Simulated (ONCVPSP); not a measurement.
## PBE ONCV dataset for Ir, fully relativistic all-electron reference.

```json
{"Element": "iridium", "Generator": "ONCVPSP 4.0.1", "Type": "optimised norm-conserving Vanderbilt (ONCV)", "Functional": "PBE", "Relativity": "fully relativistic", "Frozen core": "[Kr] 4d10 4f14 5s2", "Valence charge": "15", "Reference configuration": "5p6 5d7 (charge +2)", "Partial waves": "s scattering state at 0.03 Ha: rc 2.20 bohr, ncon 5, nbas 8, qcut 2.6 1/bohr, 2 projectors, debl 1.7 Ha; 5p: rc 1.25 bohr, ncon 5, nbas 10, qcut 7.4 1/bohr, 1 projector; 5d: rc 2.50 bohr, ncon 3, nbas 8, qcut 4.9 1/bohr, 2 projectors, debl 1.3 Ha", "Local potential": "polynomial inside 1.10 bohr (lpopt 5, dvloc0 2 Ha)", "Core correction": "polynomial model core, fcfact 0.16"}
```

Open shells are filled in proportion to 2j + 1.

In the s channel the program set the typed energies aside and used 0.050, 1.750 Ha.

(1) Estimate the cutoffs (Ha) at which the residual kinetic energy of the hardest occupied pseudo-wave falls to 1 and 0.1 mHa per electron.

(2) Does the potential have ghost states?

(3) Which valence shell sets the plane-wave cutoff?

Results:

(1) 118 Ha and 208 Ha.

(2) Ghosts flagged at negative energy: s at -147.8 eV (a further GHOST(-) flag falls on a real empty level of the atom); GHOST(+) flagged for s at 99.5 eV, d5/2 at 288.1 eV, d3/2 at 309.6 eV. A true bound ghost makes a file unfit for plane-wave use.

(3) 5p: 118 Ha for 1 mHa per electron, against 11 Ha for 5d.

Its largest configuration-test error is +87 meV (5p6 5d7 6p1). 2 of 4 tests not solved or not reliable.
